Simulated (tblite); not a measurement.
C5H2N3S (doublet state).
Geometry (GFN2-xTB, Å), atoms numbered from 1 in this order:
```xyz
11
C5H2N3S angstrom
N     -2.3185    1.6409   -1.1566
C     -1.8205    0.8151   -0.5423
C     -1.1589   -0.2092    0.2144
N     -1.8718   -1.0220    0.8749
C      0.2888   -0.1741    0.1180
C      1.0972    0.6852   -0.5850
N      2.4121    0.4102   -0.4340
C      2.6570   -0.5703    0.3133
S      1.2960   -1.3485    0.9811
H     -1.3550   -1.7298    1.3936
H      0.7791    1.5051   -1.2033
```

Level: GFN2-xTB in tblite, geometry and Hessian alike; calculated harmonic values, unscaled, isolated species. This tight-binding method is rough: wavenumbers can miss measured ones by several per cent, in bad cases by 10 to 20. One conformer, not necessarily the lowest. Open shells enter through the occupations alone, without spin polarisation, and single modes of such species can be off by tens of per cent.

Harmonic wavenumbers (cm⁻¹): 49.8, 106.4, 149.5, 191.9, 287.1, 397.2, 414.5, 419.5, 512.4, 568.7, 647.2, 662.6, 685.7, 795.6, 806.2, 851.2, 908.4, 1101.1, 1108.5, 1247.5, 1280.3, 1448.1, 1595.3, 1648.4, 2389.2, 3133.7, 3330.9.

A = 2992, B = 1123, C = 816.7 MHz; mass 135.997 u (most abundant isotopes); point group Cs, symmetry number 1; spin multiplicity 2.

Q: Zero-point energy?

A: Half the sum of the wavenumbers: 13368 cm⁻¹ = 38.22 kcal/mol.

Q: What is S at 298.15 K and 1 bar for an ideal gas of classical rigid rotors and harmonic oscillators?

A: Translation 40.66, rotation 29.15, vibration 20.43, spin (R ln 2) 1.38: S = 91.6 cal/(mol K).

Q: And Cp and H(298.15 K) − H(0)?

A: Cp = 30.11 cal/(mol K), of which vibrations give 22.16 (their classical limit is 27 R = 53.7); H(298.15 K) − H(0) = 5.66 kcal/mol without the zero-point energy, 3.29 from vibrations.

Q: What must be added to the electronic energy to get the Gibbs energy at 298.15 K and 1 bar?

A: ZPE + [H(298.15 K) − H(0)] − T·S = 38.22 + 5.66 − 27.32 = 16.56 kcal/mol.

Q: Which modes carry the vibrational entropy at 298.15 K?

A: 49.8 cm⁻¹: 4.83; 106.4 cm⁻¹: 3.33; 149.5 cm⁻¹: 2.68; 191.9 cm⁻¹: 2.21; 287.1 cm⁻¹: 1.49; 397.2 cm⁻¹: 0.97 cal/(mol K); the other 21 give 4.92 together.

Q: Blend soft modes into free rotors: weight 1/[1 + (100 cm⁻¹/ν̃)⁴] for the oscillator and the rest for a rotor with moment μB/(μ + B), μ = h/(8π²ν), B = 10⁻⁴⁴ kg m². What vibrational entropy results?

A: 18.97 cal/(mol K) in place of 20.43, which changes −T·S at 298.15 K by +0.44 kcal/mol.

Q: How do the functions run with temperature in this model?

A: 
```csv
T (K),S (cal/(mol K)),Cp (cal/(mol K)),H − H(0) (kcal/mol),G − H(0) (kcal/mol),ln q(vib)
150,75.0,19.1,1.99,-9.26,2.00
250,86.6,26.8,4.29,-17.36,3.83
400,101.3,36.0,9.04,-31.49,6.62
600,117.6,43.9,17.10,-53.44,10.20
900,136.7,50.4,31.36,-91.71,15.04
```

q(vib) and H(0) count from the zero-point level.

Hindered rotation and anharmonicity are outside this model. Other conformers, if any are populated, would add a mixing term that is left out.

On one thread of an Arm Neoverse V2, no GPU, shared host with 96 logical CPUs at a one-minute load of 41, this took 0.28 s of wall time. The figure is for the frequency step alone.
